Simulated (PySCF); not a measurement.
H2N, doublet, at a GFN2-xTB geometry; CCSD/def2-SVP (PySCF).

The PySCF input:
```python
from pyscf import gto, scf, cc

mol = gto.Mole()
mol.atom = '''
    N     0.00669643    0.12471327    0.03430287
    H    -0.85214990   -0.39082144   -0.12434158
    H     0.80527491   -0.48217148   -0.11577850
'''
mol.basis = 'def2-svp'
mol.spin = 1
mol.verbose = 4
mol.build()

mf = scf.UHF(mol)
mf.kernel()

mycc = cc.CCSD(mf)
mycc.kernel()
print('E(CCSD) = %.10f' % mycc.e_tot)
mf.analyze()
```

Question: Predict the main parts of the log of this PySCF run.

Answer: 
```
PySCF version 2.14.0

[INPUT] verbose = 4
[INPUT] num. atoms = 3
[INPUT] num. electrons = 9
[INPUT] charge = 0
[INPUT] spin (= nelec alpha-beta = 2S) = 1
[INPUT] symmetry False subgroup None
[INPUT] Mole.unit = angstrom
[INPUT] Symbol           X                Y                Z      unit          X                Y                Z       unit  Magmom
[INPUT]  1 N      0.006696430000   0.124713270000   0.034302870000 AA    0.012654418712   0.235673924399   0.064823029587 Bohr   0.0
[INPUT]  2 H     -0.852149900000  -0.390821440000  -0.124341580000 AA   -1.610329928076  -0.738545485208  -0.234971532096 Bohr   0.0
[INPUT]  3 H      0.805274910000  -0.482171480000  -0.115778500000 AA    1.521749034884  -0.911172042276  -0.218789656113 Bohr   0.0

nuclear repulsion = 7.62368604051014
number of shells = 12
number of NR pGTOs = 38
number of NR cGTOs = 24
basis = def2-svp
ecp = {}

******** <class 'pyscf.scf.uhf.UHF'> ********
method = UHF
initial guess = minao
damping factor = 0
level_shift factor = 0
DIIS = <class 'pyscf.scf.diis.CDIIS'>
diis_start_cycle = 1
diis_space = 8
diis_damp = 0
SCF conv_tol = 1e-09
SCF conv_tol_grad = None
SCF max_cycles = 50
direct_scf = True
direct_scf_tol = 1e-13
number electrons alpha = 5  beta = 4
Set gradient conv threshold to 3.16228e-05
init E= -55.2000944102197

cycle= 1 E= -55.5001912014951  delta_E= -0.3  |g|= 0.169  |ddm|= 1.04
cycle= 2 E= -55.5150965603513  delta_E= -0.0149  |g|= 0.042  |ddm|= 0.14
cycle= 3 E= -55.5162471824975  delta_E= -0.00115  |g|= 0.0162  |ddm|= 0.041
cycle= 4 E= -55.5164944315567  delta_E= -0.000247  |g|= 0.00747  |ddm|= 0.0201
cycle= 5 E= -55.5165641091473  delta_E= -6.97e-05  |g|= 0.00346  |ddm|= 0.011
cycle= 6 E= -55.5165870194367  delta_E= -2.29e-05  |g|= 0.00106  |ddm|= 0.00865
cycle= 7 E= -55.5165897631774  delta_E= -2.74e-06  |g|= 0.000272  |ddm|= 0.00369
cycle= 8 E= -55.5165899386114  delta_E= -1.75e-07  |g|= 6.48e-05  |ddm|= 0.00109
cycle= 9 E= -55.5165899460429  delta_E= -7.43e-09  |g|= 1.2e-05  |ddm|= 0.000192
cycle= 10 E= -55.5165899462694  delta_E= -2.27e-10  |g|= 1.86e-06  |ddm|= 3.2e-05
Extra cycle  E= -55.516589946273  delta_E= -3.57e-12  |g|= 7.88e-07  |ddm|= 2.71e-06
converged SCF energy = -55.516589946273  <S^2> = 0.75756672  2S+1 = 2.0075525

******** <class 'pyscf.cc.uccsd.UCCSD'> ********
CC2 = 0
CCSD nocc = (np.int64(5), np.int64(4)), nmo = (24, 24)
max_cycle = 50
direct = 0
conv_tol = 1e-07
conv_tol_normt = 1e-06
diis_space = 6
diis_start_cycle = 0
diis_start_energy_diff = 1e+09
Init t2, MP2 energy = -0.145203683050509
Init E_corr(UCCSD) = -0.145203683051039
cycle = 1  E_corr(UCCSD) = -0.15889474967216  dE = -0.0136910666  norm(t1,t2) = 0.0338738
cycle = 2  E_corr(UCCSD) = -0.162084381120245  dE = -0.00318963145  norm(t1,t2) = 0.0125449
cycle = 3  E_corr(UCCSD) = -0.163778409622298  dE = -0.0016940285  norm(t1,t2) = 0.0060858
cycle = 4  E_corr(UCCSD) = -0.163752050516832  dE = 2.63591055e-05  norm(t1,t2) = 0.00172173
cycle = 5  E_corr(UCCSD) = -0.16375427531932  dE = -2.22480249e-06  norm(t1,t2) = 0.00056957
cycle = 6  E_corr(UCCSD) = -0.163766372662112  dE = -1.20973428e-05  norm(t1,t2) = 0.000212191
cycle = 7  E_corr(UCCSD) = -0.163765004696155  dE = 1.36796596e-06  norm(t1,t2) = 8.42579e-05
cycle = 8  E_corr(UCCSD) = -0.163764821978264  dE = 1.82717891e-07  norm(t1,t2) = 2.91719e-05
cycle = 9  E_corr(UCCSD) = -0.163765128878655  dE = -3.06900391e-07  norm(t1,t2) = 1.09003e-05
cycle = 10  E_corr(UCCSD) = -0.163765165346402  dE = -3.6467747e-08  norm(t1,t2) = 3.11406e-06
cycle = 11  E_corr(UCCSD) = -0.163765211238851  dE = -4.58924486e-08  norm(t1,t2) = 9.1632e-07
UCCSD converged
E(UCCSD) = -55.68035515751181  E_corr = -0.1637652112388507
E(CCSD) = -55.6803551575
**** SCF Summaries ****
Total Energy =                         -55.516589946272958
Nuclear Repulsion Energy =               7.623686040510139
One-electron Energy =                  -90.252318299976707
Two-electron Energy =                   27.112042313193609
Two-electron Coulomb Energy =           34.414632276964241
DFT Exchange-Correlation Energy =       -7.302589963770632
**** MO energy ****
                             alpha | beta                alpha | beta
MO #1   energy= -15.5840189905019  | -15.5510283724887  occ= 1 | 1
MO #2   energy= -1.14275870120819  | -1.02298174170377  occ= 1 | 1
MO #3   energy= -0.657557386200756 | -0.633560597648604 occ= 1 | 1
MO #4   energy= -0.50761953002638  | -0.441723642575363 occ= 1 | 1
MO #5   energy= -0.486984575501277 | 0.149752215400161  occ= 1 | 0
MO #6   energy= 0.178379336869126  | 0.190141112258336  occ= 0 | 0
MO #7   energy= 0.256296764135885  | 0.264387630145258  occ= 0 | 0
MO #8   energy= 0.758775838887816  | 0.758776687430283  occ= 0 | 0
MO #9   energy= 0.812509029664331  | 0.837222474330505  occ= 0 | 0
MO #10  energy= 0.919505954998181  | 0.96853561171061   occ= 0 | 0
MO #11  energy= 0.938816237770626  | 1.06117916560875   occ= 0 | 0
MO #12  energy= 1.02998290846855   | 1.0955361655423    occ= 0 | 0
MO #13  energy= 1.07852729033894   | 1.09806716503042   occ= 0 | 0

To work with the spin densities directly, `use mulliken_meta_spin()` only printing them here.

 ** Mulliken spin pop alpha/beta on meta-lowdin orthogonal AOs **
 ** Mulliken Spin Density (per AO)  **
spin_pop of  0 N 1s       -0.00000
spin_pop of  0 N 2s        0.04603
spin_pop of  0 N 3s       -0.00126
spin_pop of  0 N 2px       0.04169
spin_pop of  0 N 2py       0.08072
spin_pop of  0 N 2pz       0.92521
spin_pop of  0 N 3px      -0.00005
spin_pop of  0 N 3py      -0.00205
spin_pop of  0 N 3pz       0.00330
spin_pop of  0 N 3dxy      0.00022
spin_pop of  0 N 3dyz      0.00045
spin_pop of  0 N 3dz^2    -0.00068
spin_pop of  0 N 3dxz      0.00002
spin_pop of  0 N 3dx2-y2    0.00003
spin_pop of  1 H 1s       -0.04695
spin_pop of  1 H 2s       -0.00043
spin_pop of  1 H 2px      -0.00000
spin_pop of  1 H 2py      -0.00012
spin_pop of  1 H 2pz       0.00068
spin_pop of  2 H 1s       -0.04695
spin_pop of  2 H 2s       -0.00043
spin_pop of  2 H 2px       0.00001
spin_pop of  2 H 2py      -0.00013
spin_pop of  2 H 2pz       0.00068
 ** Mulliken Spin Density (per atom)  **
spin density of  0 N =      1.09363
spin density of  1 H =     -0.04682
spin density of  2 H =     -0.04682
 ** Mulliken pop alpha/beta on meta-lowdin orthogonal AOs **
 ** Mulliken pop       alpha | beta **
pop of  0 N 1s        0.99998 | 0.99999
pop of  0 N 2s        0.79566 | 0.74964
pop of  0 N 3s        0.00454 | 0.00580
pop of  0 N 2px       0.60899 | 0.56730
pop of  0 N 2py       0.83591 | 0.75518
pop of  0 N 2pz       0.98223 | 0.05702
pop of  0 N 3px       0.00218 | 0.00222
pop of  0 N 3py       0.00225 | 0.00429
pop of  0 N 3pz       0.00362 | 0.00032
pop of  0 N 3dxy      0.00238 | 0.00217
pop of  0 N 3dyz      0.00083 | 0.00038
pop of  0 N 3dz^2     0.00101 | 0.00169
pop of  0 N 3dxz      0.00018 | 0.00017
pop of  0 N 3dx2-y2    0.00034 | 0.00031
pop of  1 H 1s        0.37152 | 0.41847
pop of  1 H 2s        0.00614 | 0.00657
pop of  1 H 2px       0.00100 | 0.00100
pop of  1 H 2py       0.00055 | 0.00067
pop of  1 H 2pz       0.00073 | 0.00005
pop of  2 H 1s        0.37152 | 0.41847
pop of  2 H 2s        0.00614 | 0.00657
pop of  2 H 2px       0.00095 | 0.00094
pop of  2 H 2py       0.00061 | 0.00073
pop of  2 H 2pz       0.00073 | 0.00005
In total             5.00000 | 4.00000
 ** Mulliken atomic charges   ( Nelec_alpha | Nelec_beta ) **
charge of  0N =     -0.38658  (     4.24011      3.14647 )
charge of  1H =      0.19329  (     0.37995      0.42676 )
charge of  2H =      0.19329  (     0.37995      0.42676 )
Dipole moment(X, Y, Z, Debye): -0.10241, -1.90720, -0.52458
```
